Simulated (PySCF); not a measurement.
Sn(All)2(H)2, SMILES C=C[CH2][SnH2][CH2]C=C (C6H12Sn), singlet, GFN2-xTB optimised geometry.

```
19

Sn    -0.13    -0.42     0.00
C     -1.05    -1.49    -1.71
C     -2.51    -1.38    -1.66
C     -3.22    -0.53    -2.38
C      2.09    -0.42     0.00
C      2.62     0.08    -1.28
C      3.02     1.32    -1.48
H     -0.70     1.17     0.00
H     -0.71    -1.05     1.48
H     -0.65    -1.04    -2.61
H     -0.72    -2.53    -1.65
H     -3.01    -2.05    -0.96
H     -4.29    -0.48    -2.32
H     -2.75     0.14    -3.08
H      2.41    -1.45     0.19
H      2.40     0.21     0.83
H      2.64    -0.64    -2.10
H      3.01     2.05    -0.69
H      3.40     1.65    -2.44
```

Density from B3LYP/def2-SVP, def2 effective core potentials past Kr run with PySCF at that geometry. The core electrons that the potentials of Sn replace are not part of the density.

Minimum of the electron density along straight lines between bonded atoms, close to the bond critical point (lines longer than 1.1 times the sum of covalent radii, or with two minima, are not listed):

```csv
bond,length / Å,ρ at the minimum / e bohr⁻³,∇²ρ there / e bohr⁻⁵,position (fraction from the first atom)
Sn1–C2,2.211,0.091,0.11,0.50
C2–C3,1.473,0.267,-0.64,0.50
C3–C4,1.323,0.348,-0.95,0.51
Sn1–C5,2.224,0.089,0.11,0.50
C5–C6,1.473,0.268,-0.64,0.50
C6–C7,1.323,0.347,-0.95,0.51
Sn1–H8,1.693,0.112,0.16,0.62
Sn1–H9,1.704,0.109,0.15,0.62
C2–H10,1.088,0.276,-1.00,0.63
C2–H11,1.088,0.275,-0.99,0.63
C3–H12,1.081,0.283,-1.07,0.63
C4–H13,1.076,0.284,-1.08,0.63
C4–H14,1.078,0.282,-1.07,0.63
C5–H15,1.087,0.276,-1.00,0.63
C5–H16,1.086,0.277,-1.01,0.63
C6–H17,1.083,0.282,-1.06,0.63
C7–H18,1.078,0.282,-1.07,0.63
C7–H19,1.076,0.283,-1.08,0.63
```
